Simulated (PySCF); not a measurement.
SnF₂, SMILES [F][Sn][F] (connectivity only; charge and spin as stated), neutral, multiplicity 1. Atoms are numbered in the order given.

```xyz
3

Sn     0.0000     0.0000     0.3444
F      0.0000    -1.4502    -0.9566
F      0.0000     1.4502    -0.9566
```

Geometry: B3LYP-D3(BJ)/def2-TZVP. The isomer is the one that the SMILES or the coordinates give; other isomers of the formula were not compared. The def2 effective core potentials stand for the cores of Sn; spin–orbit coupling is left out.

These are PBE/def2-TZVPD run with PySCF values and carry that method's errors.

Gas-phase values at a fixed geometry.

| Quantity | Result |
|---|---|
| total energy | -413.99173 hartree |
| point group | C2v |
| highest occupied level | -7.60 eV |
| lowest empty level | -3.58 eV |
| orbital gap | 4.02 eV |
| dipole moment | 3.66 D |
| quadrupole, principal values (traceless, Buckingham form, about the centre of nuclear charge) | -6.67, -1.30, 7.97 D·Å |
| mean static polarisability | 39.7 bohr³ (5.89 Å³) |
| polarisability, principal values | 34.8, 40.9, 43.4 bohr³ |
